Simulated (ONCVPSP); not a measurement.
Transferability test, ONCV potential for Ga (Z = 31)

```json
{
 "Element": "Ga (Z = 31)",
 "Generator": "ONCVPSP 4.0.1",
 "Type": "optimised norm-conserving Vanderbilt (ONCV)",
 "Functional": "PBE",
 "Relativity": "scalar-relativistic",
 "Frozen core": "[Ar] 3d10",
 "Valence charge": "3",
 "Reference configuration": "4s2 4p1",
 "Partial waves": "4s: rc 1.65 bohr, ncon 5, nbas 8, qcut 3.7 1/bohr, local; 4p: rc 2.10 bohr, ncon 3, nbas 6, qcut 4.1 1/bohr, 2 projectors, debl 3.1 Ha",
 "Local potential": "the s channel",
 "Core correction": "none"
}
```

Energies are relative to the spin-unpolarised reference configuration 4s2 4p1; without spin polarisation the order of configurations can differ from experiment.

```tsv
valence configuration	charge	ΔE all-electron (eV)	error AE − PS (meV)
4s2 4p0	+1	5.688	+9.3
4s2 4p0.5	+0.5	2.030	+1.6
4s1 4p2	0	6.538	+17
```

(1) What are ΔE and the potential's error for 4s1 4p0?

Note: no bound ghost flagged; GHOST(+) flagged for p at 129.7 eV.

Results:

(1) ΔE = 26.817 eV all-electron; the error (AE − PS) is +57 meV.
